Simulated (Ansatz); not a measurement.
The first iterations of a band of CH$_{5}$B$_{2}$I (9 atoms, charge 0, multiplicity 1).

The calculation used RHF/def2-SVPD (Ansatz 0.2.0).

| Quantity | Value |
| --- | --- |
| movable images | 5 |
| climbing image | yes |
| spring | 5.0 eV/Å² |
| optimiser | fire |
| start path | IDPP |
| force threshold | 0.05 eV/Å |
| iteration limit | 60 |
| end points | relaxed |

Initial state:

```xyz
9
Properties=species:S:1:pos:R:3
B -0.455 1.484 -0.601
B 0.005 -0.124 -0.368
C 0.293 -0.956 0.932
I 0.286 -1.102 -2.319
H -1.612 1.784 -0.708
H 0.366 2.353 -0.705
H -0.119 -0.496 1.833
H -0.058 -1.986 0.862
H 1.381 -1.002 1.055
```

Final state:

```xyz
9
Properties=species:S:1:pos:R:3
B -0.441 1.488 -0.597
B -0.001 -0.128 -0.373
C 0.284 -0.959 0.928
I 0.264 -1.112 -2.321
H 0.393 2.345 -0.698
H -1.593 1.809 -0.696
H -0.129 -0.498 1.827
H -0.062 -1.991 0.860
H 1.373 -1.000 1.052
```

| iteration | highest image above the first end (eV) | largest band force component (eV/Å) |
| --- | --- | --- |
| 1 | 0.597 | 1.636 |
| 2 | 0.518 | 0.553 |
| 3 | 0.507 | 1.040 |
| 4 | 0.493 | 0.846 |
| 5 | 0.475 | 0.521 |
| 6 | 0.464 | 0.340 |
| 7 | 0.462 | 0.563 |
| 8 | 0.461 | 0.543 |
| 9 | 0.459 | 0.503 |
| 10 | 0.457 | 0.445 |
| 11 | 0.454 | 0.374 |
| 12 | 0.451 | 0.352 |

**Question.** Does the band converge within its limit, and where does its top end?

**Answer.** The run converged. It ended after 38 iterations with the highest image 0.374 eV above the first end. The order of the stationary point at the top wasn't checked.

The run took 6.9 min on 2 threads of Arm Neoverse V2 (shared host), peak memory 0.38 GiB.
